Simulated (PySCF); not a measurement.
Isomers of C6H8NOP, mass 141.034 u with the commonest isotopes. Method used: PBE0/pcSseg-1 in PySCF (dipole) on a GFN2-xTB geometry, gas phase. One conformer each, none proved a minimum here; rigid rotors.

Task: Order these by dipole moment, smallest first.
A. `[CH3:1][CH2:2][n:3]1[cH:4][p:5][cH:6][c:7]1[CH:8]=[O:9]` with C1–C2–N3–C4 93°, C6–C7–C8–O9 -179°
B. `[CH3:1][O:2][c:3]1[cH:4][n:5][c:6]([CH3:7])[cH:8][p:9]1` with C1–O2–C3–C4 180°
C. `[CH3:1][O:2][c:3]1[n:4][cH:5][cH:6][p:7][c:8]1[CH3:9]` with C1–O2–C3–N4 0°
D. `[CH3:1][O:2][c:3]1[p:4][cH:5][n:6][cH:7][c:8]1[CH3:9]` with C1–O2–C3–P4 0°
E. `[CH3:1][P@@H:2](=[O:3])[c:4]1[cH:5][cH:6][n:7][cH:8][cH:9]1` with C1–P2–C4–C5 64°
F. `[CH3:1][C:2](=[O:3])[c:4]1[cH:5][n:6]([CH3:7])[cH:8][p:9]1` with C1–C2–C4–C5 180°

Result: C (0.88 D), A (1.61 D), B (1.86 D), D (2.75 D), E (3.45 D), F (4.60 D).

Task: Order these by out-of-plane moment Σ m c² = (Ia + Ib − Ic)/2, largest first.
A. `[CH3:1][P@@H:2](=[O:3])[c:4]1[cH:5][cH:6][n:7][cH:8][cH:9]1` with C1–P2–C4–C5 64°
B. `[CH3:1][O:2][c:3]1[cH:4][n:5][c:6]([CH3:7])[cH:8][p:9]1` with C1–O2–C3–C4 180°
C. `[OH:1][CH2:2][PH:3][c:4]1[cH:5][cH:6][n:7][cH:8][cH:9]1` with H–O1–C2–P3 -63°, O1–C2–P3–C4 56°, C2–P3–C4–C5 -104°
D. `[CH3:1][CH2:2][n:3]1[cH:4][p:5][cH:6][c:7]1[CH:8]=[O:9]` with C1–C2–N3–C4 93°, C6–C7–C8–O9 -179°

Result: C (86.36 u·Å²), A (29.59 u·Å²), D (21.29 u·Å²), B (3.17 u·Å²).

Task: Order these by radius of gyration √(Σ m r²/M), largest first.
A. `[CH3:1][O:2][c:3]1[p:4][cH:5][n:6][cH:7][c:8]1[CH3:9]` with C1–O2–C3–P4 0°
B. `[CH3:1][O:2][c:3]1[cH:4][n:5][c:6]([CH3:7])[cH:8][p:9]1` with C1–O2–C3–C4 180°
C. `[CH3:1][CH2:2][n:3]1[cH:4][p:5][cH:6][c:7]1[CH:8]=[O:9]` with C1–C2–N3–C4 93°, C6–C7–C8–O9 -179°
D. `[CH3:1][O:2][c:3]1[n:4][cH:5][cH:6][p:7][c:8]1[CH3:9]` with C1–O2–C3–N4 0°

Result: B (2.186 Å), C (2.115 Å), D (2.085 Å), A (2.056 Å).

```
             SMILES  point group  Ia (u·Å²)  Ib (u·Å²)  Ic (u·Å²)      κ  μa (D)  μb (D)  μc (D)
      COc1cnc(C)cp1           Cs     143.73     533.46     670.86  -0.86    1.06    1.53    0.00
        COc1nccpc1C           Cs     220.17     396.27     610.17  -0.39    0.80    0.35    0.00
   CC(=O)c1cn(C)cp1      near Cs     189.81     490.68     674.18  -0.71    4.60    0.11    0.02
        COc1pcncc1C           Cs     254.08     345.21     592.99   0.08    2.66    0.70    0.00
C[P@@H](=O)c1ccncc1           C1     157.55     552.94     651.31  -0.89    0.12    3.43    0.34
        OCPc1ccncc1           C1     186.74     569.34     583.35  -0.98    0.85    0.48    0.17
       CCn1cpcc1C=O           C1     219.05     433.38     609.84  -0.54    0.06    1.60    0.17
```
